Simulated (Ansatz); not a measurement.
A made-up structure of SnSiH$_{5}$ (charge +1), closed shell:

```csv
atom,x (Å),y (Å),z (Å)
Si1,-0.6705,-0.5475,-0.5094
Sn2,0.7350,0.5676,0.5826
H3,-1.7884,-0.7658,0.5725
H4,0.2003,-1.7813,-0.9443
H5,-0.9841,0.5242,-1.6398
H6,0.1438,1.5500,1.8409
H7,2.3638,0.4528,0.0976
```

It is relaxed with PBE-D4/def2-SVP and then PBE0-D4/def2-TZVP (Ansatz 0.2.0). Atoms count as bonded within 1.22 times the sum of their covalent radii (H–H: 0.88 Å). The end point is not checked to be a true minimum.

Problem. Does its bonding change? (Judge from chemistry; the calculation decides.)

Solution. By the calculation: No: no bond forms or breaks.

Where it ends: The first stage lowers the energy by 2.12 eV in 6 steps. It ends as SnSiH₅ ([SiH3][SnH2]), total charge +1:
Si1  (-0.828, -0.676, -0.629)
Sn2  (0.906, 0.708, 0.712)
H3  (-1.927, -0.929, 0.323)
H4  (-0.085, -1.869, -1.081)
H5  (-1.161, 0.282, -1.708)
H6  (0.520, 1.751, 1.999)
H7  (2.574, 0.734, 0.384)
(Å)

Labels in which every atom is bracketed show which atoms are joined, not bond orders.

For scale, one of the runs: PBE0-D4/def2-TZVP relaxation, 117 basis functions, launched by `ansatz run in.yaml --threads 2 --pin off --events-out ev --progress --plain --max-ram 4352MiB`. The run took about 32 s on 2 CPU threads of an Intel Xeon (shared host).
